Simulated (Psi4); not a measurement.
A dimer, H4Si ··· BCl3 (SMILES [SiH4] and ClB(Cl)Cl); the first 5 atoms form monomer A.

```
9

Si     0.0000     0.0000     0.0000
H     -0.2279    -1.0576    -1.0104
H     -0.7218     1.2288    -0.4004
H      1.4490     0.2877     0.0950
H     -0.4993    -0.4589     1.3159
Cl     2.6475    -2.7922    -0.4554
B      1.8700    -4.1965     0.2297
Cl     2.7294    -5.7127     0.3193
Cl     0.2332    -4.0845     0.8249
```

Question: What interaction energy does SAPT0/jun-cc-pVDZ, frozen core (Psi4) give, and which attractive term is the largest?

Answer: Total -0.18 kcal/mol: electrostatics -0.81, exchange 2.16, induction -0.16, dispersion -1.38. The most attractive term is dispersion.
